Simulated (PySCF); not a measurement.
**P (phosphorus, neutral): UHF calculation**

Configuration: [Ne] 3s2 3p3, high-spin 4S determinant. All numbers are calculated (PySCF 2.14, the non-relativistic Hamiltonian (point nucleus), in dyall-acv3z (19s12p6d4f, 113 functions)).

```
Total energy                                     : -340.718958 hartree
One-electron energy                              : -471.5038 hartree
Hartree (Coulomb) energy                         : 153.4270 hartree
Exchange energy                                  : -22.6421 hartree
Kinetic energy                                   : 340.71856 hartree
⟨S²⟩                                             : 3.7507
⟨L²⟩                                             : 0.000
Sum of ⟨r⟩                                       : 14.97 bohr
Sum of ⟨r²⟩                                      : 30.28 bohr²
Density at the nucleus (Gaussians lack the cusp) : 2180 bohr⁻³
Spin density at the nucleus                      : -0.137 bohr⁻³
Langevin diamagnetic susceptibility              : -24.0 ×10⁻⁶ cm³/mol
```

```json
{"shell": "1s α", "electrons": "1", "mean orbital energy (hartree)": "-79.98021", "rms radius, mean of both spins (bohr)": "0.120"}
{"shell": "1s β", "electrons": "1", "mean orbital energy (hartree)": "-79.95879", "rms radius, mean of both spins (bohr)": "0.120"}
{"shell": "2s α", "electrons": "1", "mean orbital energy (hartree)": "-7.52187", "rms radius, mean of both spins (bohr)": "0.562"}
{"shell": "2s β", "electrons": "1", "mean orbital energy (hartree)": "-7.49985", "rms radius, mean of both spins (bohr)": "0.562"}
{"shell": "2p α", "electrons": "3", "mean orbital energy (hartree)": "-5.42157", "rms radius, mean of both spins (bohr)": "0.540"}
{"shell": "2p β", "electrons": "3", "mean orbital energy (hartree)": "-5.37992", "rms radius, mean of both spins (bohr)": "0.540"}
{"shell": "3s α", "electrons": "1", "mean orbital energy (hartree)": "-0.83629", "rms radius, mean of both spins (bohr)": "2.09"}
{"shell": "3s β", "electrons": "1", "mean orbital energy (hartree)": "-0.55625", "rms radius, mean of both spins (bohr)": "2.09"}
{"shell": "3p α", "electrons": "3", "mean orbital energy (hartree)": "-0.39212", "rms radius, mean of both spins (bohr)": "2.53"}
```

Spin-orbit constants ζ (cm⁻¹) from the X2C one-electron operator on these orbitals (non-relativistic here): bare nucleus, nucleus screened by l(l+1)(2l+1)/3 electrons, and screened by the Breit-Pauli mean field of the electrons.

```json
{"shell": "2p", "bare": "5409", "screened nucleus": "4688", "mean field": "4360"}
{"shell": "3p", "bare": "286.8", "screened nucleus": "248.6", "mean field": "226.8"}
```
